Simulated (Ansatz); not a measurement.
Reaction (silylene formation by 1,1-elimination): `C[SiH2][SiH](O)O` → `O[SiH2]O` + `C[SiH]`

Computed with Ansatz on PBE0-D4/def2-TZVP structures; ΔE is electronic, products minus reactants. CCSD(T)/CBS is the MP2 limit (def2-TZVPP, def2-QZVPP) plus CCSD(T) − MP2 in def2-TZVPP, frozen cores. This one scheme is used for every species. DFT in def2-TZVPP. B3LYP here is the variant with VWN-RPA as its local correlation; programs differ in this. One conformer a species, not always the lowest.

**Question.** Is it downhill or uphill in electronic energy at CCSD(T)/CBS, and by how much? (Best estimate.)

**Answer.** Ansatz gave: Uphill: ΔE = +2.26 eV.

**Question.** What do these levels give: B3LYP-D4, B3LYP, HF/def2-TZVPP, CCSD(T)/def2-TZVPP, MP2/def2-QZVPP, CCSD/CBS(def2)? (Estimate.)

**Answer.** Ansatz gave: B3LYP-D4 2.24, B3LYP 2.08, HF/def2-TZVPP 1.99, CCSD(T)/def2-TZVPP 2.19, MP2/def2-QZVPP 2.35, CCSD/CBS(def2) 2.21 eV.

Largest T1 diagnostic among the species: 0.012.

In def2-TZVPP, CCSD(T) changes the Hartree–Fock value by +0.20 eV (the triples alone add +0.05 eV) and MP2 by +0.32 eV. The D4 term adds +0.16 eV with B3LYP and +0.09 eV with PBE0; it sums over pairs of atoms, weighted by their polarisabilities, and B3LYP, whose exchange is more repulsive, gets the larger term. From PBE to PBE0 (25 % exact exchange), in def2-TZVPP and without D4, ΔE moves by +0.07 eV.
